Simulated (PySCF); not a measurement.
An element was calculated at PBE0 (PySCF 2.14, spin-free X2C, a triple-zeta basis, no spin-orbit coupling), in the ground configurations that NIST lists.

```
first ionisation energy  : 5.401 eV
second ionisation energy : 13.891 eV
third ionisation energy  : 20.961 eV
```

**Question.** Which element is it?

**Answer.** Lutetium (Lu, Z = 71), in x2c-TZVPPall. NIST lists 5.426, 14.13 ± 0.05, 20.959 eV for these ionisation energies.
